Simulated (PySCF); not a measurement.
# Dipole response of Cu²⁺ (copper, charge +2)

[Ar] 3d9, 2D determinant. All numbers are calculated (PySCF 2.14, no relativity, point nucleus, in dyall-av2z). Coupled (time-dependent) response in atomic units; α is the mean over directions. A double-zeta set is small for polarisabilities.

```
method  mean α (bohr³)         α xx, yy, zz  C₆ (like pair)  S(−4)
 HSE06           2.834  2.718, 2.718, 3.067           7.467  3.967
```

S(−4) is the Cauchy moment in α(ω) = α(0) + S(−4) ω² + …

α(iu) at HSE06:

```csv
u (hartree),α(iu) (bohr³)
0,2.834
0.0500,2.824
0.100,2.796
0.200,2.690
0.300,2.542
0.500,2.214
0.750,1.853
1.00,1.573
1.50,1.174
2.00,0.9076
3.00,0.5921
5.00,0.3224
```

For an ion, C₆ is the dispersion term alone; charge-induced terms of lower order in 1/R come first.

The components differ because the open shell of this determinant is not spherical; for a pure term their mean is the scalar polarisability.
